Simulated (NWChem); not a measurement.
System: C3H5Br; SMILES C=C(C)Br

Input file for NWChem:

```
start job
memory heap 200 mb stack 900 mb global 1100 mb
geometry units angstroms noautoz
  C      1.309892    -1.528559     0.000000
  C      0.113003    -0.943809     0.000000
  C     -1.211093    -1.628176     0.000000
  Br     0.000407     0.956740     0.000000
  H      2.239049    -0.956894     0.000000
  H      1.373598    -2.620470     0.000000
  H     -1.800039    -1.343433     0.885922
  H     -1.076627    -2.719620     0.000000
  H     -1.800039    -1.343433    -0.885922
end
basis spherical
  C library 6-31g*
  Br library 6-31g*
  H library 6-31g*
end
dft
  xc optx lyp
  iterations 150
  mulliken
end
task dft energy
```

The geometry was optimised at PBE0/def2-SVP.

**Question.** What results follow from this input? (OLYP/6-31G* (spherical d).) Quantities: energy (Ha); highest occupied level (eV); orbital gap (eV); dipole (D).

**Answer.** 
| Item | Value |
|---|---|
| energy (Ha) | -2691.83 |
| highest occupied level (eV) | -5.72 |
| orbital gap (eV) | 5.18 |
| dipole (D) | 1.69 |
